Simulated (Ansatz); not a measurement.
Reaction (cleavage of the Si–Si bond): `[SiH3][SiH]1BO1` + `OB(O)Cl` → `OB(Cl)O[SiH3]` + `B1O[SiH2]1`

Computed with Ansatz on PBE0-D4/def2-TZVP structures; ΔE is electronic, products minus reactants. CBS: MP2 limit from def2 TZ/QZ plus the TZ coupled-cluster correction, frozen cores. Functionals use def2-TZVPP. B3LYP here is the variant with VWN-RPA as its local correlation; programs differ in this. One conformer a species, not always the lowest.

```csv
level,ΔE (kcal/mol),difference from CCSD(T)/CBS
revPBE-D4,-13.6,6.4
B97M-V,-18.1,1.9
PBE0-D4,-15.3,4.7
B3LYP-D4,-19.7,0.3
r2SCANh-D4,-18.2,1.8
r2SCAN0-D4,-18.7,1.3
BHLYP-D4,-22.3,-2.3
revPBE,-13.0,7.0
r2SCAN,-17.8,2.2
B3LYP,-19.7,0.3
LC-ωPBE,-17.7,2.3
CCSD/def2-SVP,-18.5,1.5
HF/def2-QZVPP,-26.7,-6.7
HF/CBS(def2),-26.8,-6.8
MP2/CBS(def2),-21.6,-1.6
CCSD/CBS(def2),-20.9,-0.9
CCSD(T)/CBS,-20.0,0
```

Largest T1 diagnostic among the species: 0.017.

Leaving LDA and LC-ωPBE aside and taking each functional with its dispersion term where it has one, the values, not all of them listed here, spread over 9.0 kcal/mol, from BHLYP-D4 to PBE-D4. From BLYP to BHLYP (50 % exact exchange), in def2-TZVPP and without D4, ΔE moves by −4.3 kcal/mol.
